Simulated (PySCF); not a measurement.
Electron correlation in Ti(2+) (titanium, charge +2)

[Ar] 3d1 4p1, one real determinant (an excited configuration). All numbers are calculated (PySCF 2.14, no relativity, point nucleus, in aug-cc-pVDZ). Frozen: [Ar]; 2 electrons correlated.

Total MP2 correlation energy: -1.12 mhartree.

Same-spin part -1.12 and opposite-spin part 0.00 mhartree; SCS-MP2 scales them by 1/3 and 6/5 to -0.37 mhartree.

The reference is one real determinant that mixes LS terms of this configuration.
